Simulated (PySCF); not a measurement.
A small calculation by hand: chemical shift, span and skew from a shielding tensor

C5H5Cl, SMILES C#C/C(C)=C/Cl. Atoms are numbered in the order given.

```xyz
11

C     -0.6607     3.0467     0.0000
C     -0.2876     1.8781     0.0000
C      0.2043     0.5368     0.0000
C      1.6993     0.3381     0.0000
C     -0.7076    -0.4748     0.0000
Cl    -0.2915    -2.1551     0.0000
H     -1.0013     4.0725     0.0000
H      2.1523     0.8187    -0.8912
H      2.1523     0.8187     0.8912
H      1.9571    -0.7366     0.0000
H     -1.7907    -0.2863     0.0000
```
Charge 0, spin multiplicity 1.

The structure is a stationary point at PBE-D3(BJ)/def2-SVP. The structure was generated by enumeration; whether it is a known compound was not checked.

GIAO shieldings from PBE0/pcSseg-1 in PySCF, non-relativistic, no solvent. The symmetric part of the tensor of C3 has the principal values -59.0, 70.0, 148.1 ppm. The same nucleus in TMS has σ = 186.3 ppm at this level (PySCF, at its B3LYP-D3(BJ)/def2-TZVP geometry). Without spin–orbit terms, shifts of atoms bonded to Cl or Br come out too high.

Problem. Work out the isotropic shielding, the ¹³C shift against TMS, the span and the skew.

Solution. 
σ(iso) = (σ11 + σ22 + σ33)/3 = 53.0 ppm. δ = σ(ref) − σ(iso) = 186.3 − (53.0) = 133.3 ppm.
Span Ω = σ33 − σ11 = 207.1 ppm. Skew κ = 3(σ(iso) − σ22)/Ω = -0.25. Tumbling in solution averages the tensor to δ; in a static solid the shielding alone would spread this spin-1/2 line over Ω.
